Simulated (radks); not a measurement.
Values are calculated unless marked as measured or tabulated.
Problem. These are the eigenvalues of the occupied orbitals of an atom or ion with whole-number occupations (eV). Code: a radial shooting solver on a logarithmic mesh with Libxc functionals. Model: scalar-relativistic Kohn-Sham, r2SCAN, spin-polarised, spherical densities, finite nucleus; meta-GGA in the generalised Kohn-Sham scheme; Fermi nuclear charge, rms radius of each element as measured or else 0.836 A^(1/3) + 0.57 fm.

1s down: -69562.37
1s up: -69562.35
2s up: -12032.23
2s down: -12031.98
2p up: -10520.81
2p down: -10520.62
3s up: -2780.735
3s down: -2780.732
3p up: -2331.024
3p down: -2331.001
3d up: -1812.726
3d down: -1812.599
4s up: -579.1500
4s down: -578.9779
4p up: -430.9752
4p down: -430.8296
4d up: -242.1748
4d down: -241.9958
5s up: -81.4412
5s down: -79.6550
5p up: -45.3434
5p down: -42.7582
4f up: -33.4602
4f down: -33.0501
6s up: -6.5570
5d up: -5.6707
6s down: -4.8503

Which element is it, and in what charge state? The configuration may be excited. Open shells, if any, are filled with parallel spins first.

Solution. Z = 74, tungsten, charge 0: W in [Xe] 4f14 5d4 6s2. The list shows which subshells hold electrons but not how many an open one holds; the 1s level, -2556.4 hartree, gives Z - s = 71.5 by -(Z - s)^2/2, which with screening and relativity narrows Z to a few neighbours, and the depths of the outer levels then fix element, charge and occupations together.
